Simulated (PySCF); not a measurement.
Relaxation of singlet PtO(OH)2

Level of theory: PySCF, B3LYP, basis Pt def2-SVP with ECP60, O def2-SVP, H def2-SVP (scalar-relativistic core potentials, no spin–orbit coupling, density fitting). A (50,194) grid was used.

A hand-made T-shaped (ligand arrangement 1) (heavy-atom frame) start, of C2 symmetry, held to at least that symmetry:

```xyz
6
charge 0 multiplicity 1, angstrom
Pt    0.0000    0.0000   -0.1195
O     0.0000    0.0000    1.5705
O     1.8589    0.0000   -0.0546
O    -1.8589    0.0000   -0.0546
H     2.4756   -0.7354   -0.0331
H    -2.4756    0.7354   -0.0331
```

Optimiser trace:
```
step  E − E(last) (kJ/mol)  largest gradient (Eh/bohr)
   0                207.55                     0.07767
   1                107.95                     0.04836
   2                 58.43                     0.02303
   3                 26.81                     0.02024
   4                  8.25                     0.01056
   5                  1.09                     0.00379
   6                  0.65                     0.00562
   7                  0.08                     0.00267
   8                  0.01                     0.00124
   9                  0.00                     0.00028
  10                  0.00                     0.00026
```

It ends at C2 with O–H 0.975 Å (×2), Pt–O 1.744 Å, Pt–O 1.883 Å (×2); H–O–Pt 109.0° (×2), O–Pt–O 116.7° (×2), O–Pt–O 126.6° (after a last refinement on a finer grid). A frequency run shows a minimum. Other isomers or separated fragments may lie lower.

Final geometry:
Z-matrix (Å, degrees; charge 0 multiplicity 1):
```
Pt
O  1 1.7445
O  1 1.8826 2 116.70
O  1 1.8826 2 116.70 3 180.00
H  3 0.9751 1 109.01 2 88.17
H  4 0.9751 1 109.01 2 88.17
```

Spin–orbit coupling, left out here, can matter for elements this heavy.

The relaxation took roughly 50 core-seconds on a shared host.
